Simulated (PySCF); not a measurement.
Coordinates in bohr (charge 0 multiplicity 4):
```
Ru   -0.0111    0.0000    0.0000
H     2.9300    0.0000    0.0000
H    -0.9053    3.0394    0.0000
H    -0.9053   -3.0394    0.0000
```

Level of theory: UPBE0 in PySCF with Ru def2-TZVP with ECP28, H def2-TZVP; scalar-relativistic core potentials, no spin–orbit coupling; density-fitted integrals.

This geometry of RuH₃ is a stationary point at this level.

What is the point group?

C2v.

Is it a minimum?

Yes: all harmonic wavenumbers are real.

Give the atomic charges and bond orders.


| atom | Mulliken | Löwdin | polar tensor | spin (Mulliken) | Mayer order to Ru1 |
| --- | --- | --- | --- | --- | --- |
| Ru1 | 0.22 | 0.14 | 0.64 | 2.90 | – |
| H2 | 0.01 | 0.01 | -0.14 | -0.11 | 0.98 |
| H3,4 | -0.11 | -0.07 | -0.25 | 0.10 | 0.94 |

What is the atomisation energy, with and without zero-point energy?

685 kJ/mol without, 644 kJ/mol with.

Only a few start shapes were tried, so a lower isomer may exist. With open d or f shells other occupations or spin states may lie lower. At this level a doublet minimum of C3v symmetry lies 91 kJ/mol below this structure.
